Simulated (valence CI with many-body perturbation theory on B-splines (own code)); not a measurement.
Energy levels of Er XVIII

Calculated by configuration interaction combined with many-body perturbation theory (CI+MBPT): five valence electrons over a frozen Dirac-Fock core [Kr] 4d10, a basis of 7 s, 7 p, 7 d, 7 f, 4 g, 2 h functions for each j, with the one-electron correlation potential Σ1, the two-electron term Σ2, the three-electron term Σ3, Breit, model QED; selected CI, second order for the rest, scaled by the run's own slope (own B-spline code, finite nucleus).

No measured spectrum was set against this ion. As an estimate, terms of the open shell hold to a few per cent of their energy, and close levels can change places. Among the levels kept, up to 1100 cm⁻¹ of a level comes from second order outside the variational space, and about a tenth of that is noise between levels of different J, which matters for small intervals.

Levels 91 to 135 of 199, with energies above the lowest level, 4f5 6H°_5/2. "Leading %" is the weight of the configuration and term that name the level; weights of strongly mixed levels are sums over their largest components and can fall short. In the jj column 3d3/2^4 stands for four electrons in 3d with j = 3/2.

```csv
No.,Configuration,Term,J,E (cm⁻¹),Leading %,Leading jj,g
91,4f5,2P°,3/2,87527,40,4f5/2 4f7/2^4 (53 %),1.108
92,4f5,2G°,9/2,87592,33,4f5/2^3 4f7/2^2 (36 %),1.027
93,4f5,2G°,9/2,88381,44,4f5/2^2 4f7/2^3 (55 %),1.045
94,4f5,4P°,3/2,89367,37,4f5/2^4 4f7/2 (48 %),1.356
95,4f5,2L°,17/2,90488,92,4f5/2^2 4f7/2^3 (85 %),1.061
96,4f5,4H°,7/2,90893,50,4f5/2^2 4f7/2^3 (50 %),0.833
97,4f5,4G°,9/2,91935,50,4f5/2 4f7/2^4 (36 %),1.065
98,4f5,2H°,11/2,92291,64,4f5/2^2 4f7/2^3 (70 %),1.041
99,4f5,2D°,5/2,93313,63,4f5/2^2 4f7/2^3 (44 %),1.148
100,4f5,4G°,11/2,93326,48,4f5/2^2 4f7/2^3 (42 %),1.179
101,4f5,2I°,13/2,93411,50,4f5/2 4f7/2^4 (59 %),1.086
102,4f5,4K°,13/2,93460,41,4f5/2^2 4f7/2^3 (77 %),1.081
103,4f5,2D°,5/2,93580,28,4f5/2^3 4f7/2^2 (34 %),1.112
104,4f5,4K°,11/2,94849,42,4f5/2^2 4f7/2^3 (38 %),0.960
105,4f5,4P°,1/2,95652,76,4f5/2^3 4f7/2^2 (80 %),2.080
106,4f5,4K°,15/2,96086,82,4f5/2^2 4f7/2^3 (59 %),1.078
107,4f5,2F°,7/2,96883,61,4f5/2^2 4f7/2^3 (40 %),1.061
108,4f5,4K°,17/2,97786,91,4f5/2^2 4f7/2^3 (42 %),1.165
109,4f5,2H°,9/2,98130,62,4f5/2 4f7/2^4 (56 %),0.975
110,4f5,2I°,13/2,98175,43,4f5/2 4f7/2^4 (51 %),1.038
111,4f5,2K°,15/2,98362,50,4f5/2 4f7/2^4 (74 %),1.030
112,4f5,2F°,5/2,99945,51,4f5/2 4f7/2^4 (38 %),1.096
113,4f5,2D°,3/2,101090,42,4f5/2^3 4f7/2^2 (30 %),1.079
114,4f5,2H°,9/2,101550,60,4f5/2^2 4f7/2^3 (32 %),0.953
115,4f5,2F°,7/2,102870,55,4f5/2^2 4f7/2^3 (43 %),1.173
116,4f5,2I°,11/2,103550,48,4f7/2^5 (36 %),1.008
117,4f5,2F°,5/2,104760,62,4f5/2 4f7/2^4 (51 %),0.977
118,4f5,4D°,3/2,104890,28,4f5/2^3 4f7/2^2 (80 %),1.051
119,4f5,2H°,9/2,106100,71,4f5/2^2 4f7/2^3 (40 %),0.954
120,4f5,2K°,13/2,106350,73,4f5/2^3 4f7/2^2 (40 %),0.972
121,4f5,4D°,1/2,106630,68,4f5/2^2 4f7/2^3 (69 %),0.657
122,4f5,2H°,11/2,108240,62,4f5/2 4f7/2^4 (46 %),1.060
123,4f5,2K°,15/2,109080,94,4f5/2^2 4f7/2^3 (71 %),1.064
124,4f5,4F°,5/2,111030,32,4f5/2^2 4f7/2^3 (46 %),1.269
125,4f5,4D°,7/2,111850,42,4f5/2^2 4f7/2^3 (43 %),1.263
126,4f5,2P°,1/2,112480,81,4f5/2^2 4f7/2^3 (80 %),0.571
127,4f5,4H°,7/2,112740,82,4f5/2^2 4f7/2^3 (37 %),0.744
128,4f5,4H°,13/2,113150,81,4f5/2^2 4f7/2^3 (67 %),1.185
129,4f5,2D°,3/2,113400,40,4f5/2^2 4f7/2^3 (54 %),1.165
130,4f5,4H°,9/2,114160,86,4f5/2^3 4f7/2^2 (45 %),0.976
131,4f5,2D°,3/2,114320,28,4f5/2^2 4f7/2^3 (52 %),1.257
132,4f5,4H°,11/2,114520,78,4f5/2^2 4f7/2^3 (59 %),1.102
133,4f5,2D°,5/2,117530,43,4f5/2^2 4f7/2^3 (50 %),1.186
134,4f5,4D°,7/2,118810,56,4f5/2^2 4f7/2^3 (29 %),1.304
135,4f5,4F°,3/2,118890,65,4f5/2^2 4f7/2^3 (78 %),0.628
```

Names give the largest LS component (configuration and term), which can be under half, so a name can repeat, a term be missing and a line seem to break the LS rules; names also repeat where a configuration has a term twice.

Where two levels of one J and parity lie close, their mixing, g and order are uncertain.
